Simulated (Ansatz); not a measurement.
Consider the redistribution: `OC[SiH2]O` + `S[SiH2]CCl` → `O[SiH2]S` + `OC[SiH2]CCl`.

Isolated molecules relaxed with PBE0-D4/def2-TZVP in Ansatz; ΔE leaves out vibrations. CBS: MP2 limit from def2 TZ/QZ plus the TZ coupled-cluster correction, frozen cores. DFT in def2-TZVPP. B3LYP here is the variant with VWN-RPA as its local correlation; programs differ in this. HSE06 is defined as in plane-wave codes. One conformer a species, not always the lowest.

`OC[SiH2]O`:

```xyz
10

O    -0.003    1.842    0.281
C    -0.742    0.775   -0.300
Si    0.331   -0.762   -0.444
O     1.085   -0.975    1.017
H     0.482    1.492    1.035
H    -1.068    1.112   -1.289
H    -1.659    0.565    0.273
H    -0.489   -1.957   -0.798
H     1.411   -0.558   -1.438
H     0.653   -1.534    1.663
```

`S[SiH2]CCl`:

Cartesian coordinates in Å:
```
S 1.737 -0.429 1.487
Si 0.115 -0.775 0.137
C -0.759 0.831 -0.302
Cl -2.105 0.442 -1.411
H 2.524 0.151 0.565
H -0.822 -1.659 0.869
H 0.588 -1.415 -1.113
H -0.101 1.536 -0.811
H -1.177 1.319 0.578
```

`O[SiH2]S`:

Cartesian coordinates in Å:
```
O -0.925 -1.137 0.333
Si -0.061 -0.043 -0.535
S 1.319 1.078 0.644
H -0.433 -1.736 0.898
H 0.813 -0.683 -1.551
H -1.081 0.827 -1.156
H 0.367 1.694 1.367
```

`OC[SiH2]CCl`:

```xyz
12

O    -1.333   -1.705    0.159
C    -1.449   -0.294    0.123
Si   -0.015    0.586   -0.738
C     1.540    0.513    0.334
Cl    1.908   -1.183    0.789
H    -0.470   -1.930    0.519
H    -1.592    0.129    1.130
H    -2.367   -0.068   -0.428
H    -0.339    2.029   -0.927
H     0.284   -0.046   -2.047
H     1.414    1.068    1.265
H     2.419    0.901   -0.180
```

```json
{"level": "LDA (SPW92)", "ΔE (kJ/mol)": "-13.8", "difference from CCSD(T)/CBS": "-5.2"}
{"level": "PBE-D4", "ΔE (kJ/mol)": "-11.3", "difference from CCSD(T)/CBS": "-2.7"}
{"level": "revPBE-D4", "ΔE (kJ/mol)": "-11.0", "difference from CCSD(T)/CBS": "-2.4"}
{"level": "BLYP-D4", "ΔE (kJ/mol)": "-11.2", "difference from CCSD(T)/CBS": "-2.6"}
{"level": "r2SCAN-D4", "ΔE (kJ/mol)": "-10.1", "difference from CCSD(T)/CBS": "-1.5"}
{"level": "B97M-V", "ΔE (kJ/mol)": "-10.4", "difference from CCSD(T)/CBS": "-1.8"}
{"level": "B3LYP-D4", "ΔE (kJ/mol)": "-10.3", "difference from CCSD(T)/CBS": "-1.7"}
{"level": "r2SCANh-D4", "ΔE (kJ/mol)": "-9.9", "difference from CCSD(T)/CBS": "-1.3"}
{"level": "r2SCAN0-D4", "ΔE (kJ/mol)": "-9.5", "difference from CCSD(T)/CBS": "-0.9"}
{"level": "HSE06-D4", "ΔE (kJ/mol)": "-10.1", "difference from CCSD(T)/CBS": "-1.5"}
{"level": "BHLYP-D4", "ΔE (kJ/mol)": "-9.3", "difference from CCSD(T)/CBS": "-0.7"}
{"level": "CAM-B3LYP-D4", "ΔE (kJ/mol)": "-9.8", "difference from CCSD(T)/CBS": "-1.2"}
{"level": "ωB97X-V", "ΔE (kJ/mol)": "-9.3", "difference from CCSD(T)/CBS": "-0.7"}
{"level": "ωB97M-V", "ΔE (kJ/mol)": "-9.6", "difference from CCSD(T)/CBS": "-1.0"}
{"level": "B2PLYP", "ΔE (kJ/mol)": "-8.4", "difference from CCSD(T)/CBS": "0.2"}
{"level": "PBE-QIDH", "ΔE (kJ/mol)": "-8.7", "difference from CCSD(T)/CBS": "-0.1"}
{"level": "PBE", "ΔE (kJ/mol)": "-9.8", "difference from CCSD(T)/CBS": "-1.2"}
{"level": "BLYP", "ΔE (kJ/mol)": "-8.2", "difference from CCSD(T)/CBS": "0.4"}
{"level": "r2SCAN", "ΔE (kJ/mol)": "-9.7", "difference from CCSD(T)/CBS": "-1.1"}
{"level": "PBE0", "ΔE (kJ/mol)": "-8.9", "difference from CCSD(T)/CBS": "-0.3"}
{"level": "B3LYP", "ΔE (kJ/mol)": "-8.0", "difference from CCSD(T)/CBS": "0.6"}
{"level": "r2SCANh", "ΔE (kJ/mol)": "-9.5", "difference from CCSD(T)/CBS": "-0.9"}
{"level": "r2SCAN0", "ΔE (kJ/mol)": "-9.1", "difference from CCSD(T)/CBS": "-0.5"}
{"level": "HSE06", "ΔE (kJ/mol)": "-8.9", "difference from CCSD(T)/CBS": "-0.3"}
{"level": "BHLYP", "ΔE (kJ/mol)": "-7.5", "difference from CCSD(T)/CBS": "1.1"}
{"level": "CAM-B3LYP", "ΔE (kJ/mol)": "-8.4", "difference from CCSD(T)/CBS": "0.2"}
{"level": "LC-ωPBE", "ΔE (kJ/mol)": "-7.4", "difference from CCSD(T)/CBS": "1.2"}
{"level": "HF/def2-SVP", "ΔE (kJ/mol)": "-8.4", "difference from CCSD(T)/CBS": "0.2"}
{"level": "MP2/def2-SVP", "ΔE (kJ/mol)": "-12.8", "difference from CCSD(T)/CBS": "-4.2"}
{"level": "CCSD(T)/def2-SVP", "ΔE (kJ/mol)": "-13.0", "difference from CCSD(T)/CBS": "-4.4"}
{"level": "HF/def2-TZVPP", "ΔE (kJ/mol)": "-4.7", "difference from CCSD(T)/CBS": "3.9"}
{"level": "MP2/def2-TZVPP", "ΔE (kJ/mol)": "-8.8", "difference from CCSD(T)/CBS": "-0.2"}
{"level": "SCS-MP2/def2-TZVPP", "ΔE (kJ/mol)": "-7.7", "difference from CCSD(T)/CBS": "0.9"}
{"level": "CCSD/def2-TZVPP", "ΔE (kJ/mol)": "-8.1", "difference from CCSD(T)/CBS": "0.5"}
{"level": "HF/def2-QZVPP", "ΔE (kJ/mol)": "-4.4", "difference from CCSD(T)/CBS": "4.2"}
{"level": "MP2/def2-QZVPP", "ΔE (kJ/mol)": "-8.4", "difference from CCSD(T)/CBS": "0.2"}
{"level": "SCS-MP2/def2-QZVPP", "ΔE (kJ/mol)": "-7.3", "difference from CCSD(T)/CBS": "1.3"}
{"level": "HF/CBS(def2)", "ΔE (kJ/mol)": "-4.4", "difference from CCSD(T)/CBS": "4.2"}
{"level": "MP2/CBS(def2)", "ΔE (kJ/mol)": "-8.2", "difference from CCSD(T)/CBS": "0.4"}
{"level": "CCSD/CBS(def2)", "ΔE (kJ/mol)": "-7.5", "difference from CCSD(T)/CBS": "1.1"}
{"level": "CCSD(T)/CBS", "ΔE (kJ/mol)": "-8.6", "difference from CCSD(T)/CBS": "0"}
```

Largest T1 diagnostic among the species: 0.011.

In def2-TZVPP, CCSD(T) changes the Hartree–Fock value by −4.5 kJ/mol (the triples alone add −1.0 kJ/mol) and MP2 by −4.1 kJ/mol. At CCSD(T), def2-SVP lies −4.4 kJ/mol from the extrapolated value and def2-TZVPP −0.6 kJ/mol.
